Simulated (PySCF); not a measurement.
## Fine-structure interval along the 5-electron series

Calculated with PySCF 2.14 and a two-component X2C-1e Hamiltonian (Gaussian nucleus, no Breit or QED terms), each ion in its own even-tempered basis scaled to its charge; GMP2 freezes nothing and drops the highest virtual spinors. Values in cm⁻¹.

| ion | configuration | GHF (screened spin-orbit) | GMP2 (screened spin-orbit) | GHF (bare spin-orbit) |
| --- | --- | --- | --- | --- |
| Zn(25+) | [He] 2s2 2p1 | 231380 | 229240 | 248110 |
| Ga(26+) | [He] 2s2 2p1 | 266690 | 264370 | 285330 |
| Ge(27+) | [He] 2s2 2p1 | 305970 | 303440 | 326680 |
| As(28+) | [He] 2s2 2p1 | 349520 | 346770 | 372440 |

Between Z = 30 and Z = 33 the GHF (bare spin-orbit) value grows as Z to the power 4.26.
